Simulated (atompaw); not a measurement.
## Plane-wave convergence, PAW (atompaw) potential for lutetium (Lu)

* Element: Lu (Z = 71)
* Generator: atompaw 4.2.0.5
* Type: PAW
* Functional: PBE
* Relativity: scalar-relativistic
* Frozen core: [Kr] 4d10
* Valence charge: 25
* Reference configuration: 4f14 5s2 5p6 5d2 6s1 6p0
* Partial waves: 5s (bound): rc 1.70 bohr; 6s (bound): rc 2.80 bohr; 5p (bound): rc 2.35 bohr; 6p (bound, empty): rc 2.80 bohr; 5d (bound): rc 2.80 bohr; 5d channel at 3.15 Ry: rc 2.80 bohr; 4f (bound): rc 1.00 bohr; 4f channel at 2.45 Ry: rc 1.00 bohr
* Local potential: vpsmatchnc scheme with l = 4 at 0 Ry, radius 1.85 bohr
* Core correction: smooth core density matched at 2.55 bohr
* Augmentation charge: besselshape compensation charge, radius 2.20 bohr; PAW radius 2.80 bohr; waves and projectors: custom rrkj gramschmidtortho

The pseudo-atom Hamiltonian at the reference potential is diagonalised in spherical Bessel functions j_l(qr) that vanish at 20 bohr, with q² up to the cutoff. All-electron valence levels (Ry): 5s -4.4148, 6s -0.3260, 5p -2.2606, 6p -0.0965, 5d -0.0989, 4f -0.6382.

Task: How do the lowest levels (Ry) of each channel move with the cutoff, and are there ghosts?

Result:

```json
{"cutoff (Ry)": "8", "s #1": "-4.1246", "s #2": "-0.3259", "p #1": "-2.0542", "p #2": "-0.0964", "d #1": "-0.0782", "f #1": "0.0869", "f #2": "0.2035", "Σ f·Δε (mRy)": "12011.1"}
{"cutoff (Ry)": "25", "s #1": "-4.4146", "s #2": "-0.3260", "p #1": "-2.2606", "p #2": "-0.0965", "d #1": "-0.0989", "f #1": "0.0869", "f #2": "0.2034", "Σ f·Δε (mRy)": "10151.3"}
{"cutoff (Ry)": "50", "s #1": "-4.4148", "s #2": "-0.3260", "p #1": "-2.2606", "p #2": "-0.0965", "d #1": "-0.0989", "f #1": "0.0868", "f #2": "0.2031", "Σ f·Δε (mRy)": "10150.1"}
{"cutoff (Ry)": "100", "s #1": "-4.4148", "s #2": "-0.3260", "p #1": "-2.2607", "p #2": "-0.0965", "d #1": "-0.0989", "f #1": "-0.5737", "f #2": "0.0869", "Σ f·Δε (mRy)": "902.6"}
{"cutoff (Ry)": "180", "s #1": "-4.4148", "s #2": "-0.3260", "p #1": "-2.2607", "p #2": "-0.0965", "d #1": "-0.0989", "f #1": "-0.6363", "f #2": "0.0869", "Σ f·Δε (mRy)": "25.3"}
{"cutoff (Ry)": "400", "s #1": "-4.4148", "s #2": "-0.3260", "p #1": "-2.2607", "p #2": "-0.0965", "d #1": "-0.0989", "f #1": "-0.6381", "f #2": "0.0869", "Σ f·Δε (mRy)": "0.0"}
```

Result: no extra level below or beside the all-electron valence levels (s, p, d, f tested); 10 mRy is reached at 230 Ry and 1 mRy at over 300 Ry.
